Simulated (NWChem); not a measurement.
System: SiNH$_{4}$OCl; SMILES O[SiH](Cl)N

Here is an NWChem input.

```
start job
memory heap 200 mb stack 900 mb global 1100 mb
geometry units angstroms noautosym nocenter noautoz
  Si    -0.077149    -0.533216    -0.404967
  N      1.250072    -1.341362     0.281385
  O     -1.431834    -1.030268     0.400791
  Cl    -0.055485     1.550765    -0.218650
  H     -0.077589    -0.800398    -1.862809
  H      2.114833    -1.456824    -0.232365
  H      1.385835    -1.385294     1.284576
  H     -2.118953    -0.364958     0.503712
end
basis spherical
  * library pcsseg-1
end
dft
  xc xpbe96 cpbe96
  iterations 150
end
property
  shielding
end
task dft property
```

The geometry was optimised at PBE0/def2-SVP.

GIAO values for the isolated, static molecule; σ is the absolute isotropic shielding, δ = σ(reference) − σ with the isolated reference molecule computed at the same levels (1H: tetramethylsilane, 17O: water, 29Si: tetramethylsilane).

Atoms are numbered as in the input.

### Question
What results follow from this input? (PBE/pcSseg-1, GIAO.) Quantities: δ Si1 (ppm); δ O3 (ppm); σ Cl4 (ppm); δ H5 (ppm); δ H6 (ppm); δ H7 (ppm); δ H8 (ppm).

### Answer
δ Si1 (ppm): -24.7
δ O3 (ppm): 77.3
σ Cl4 (ppm): 811.3
δ H5 (ppm): 5.40
δ H6 (ppm): 1.03
δ H7 (ppm): 1.18
δ H8 (ppm): 1.31
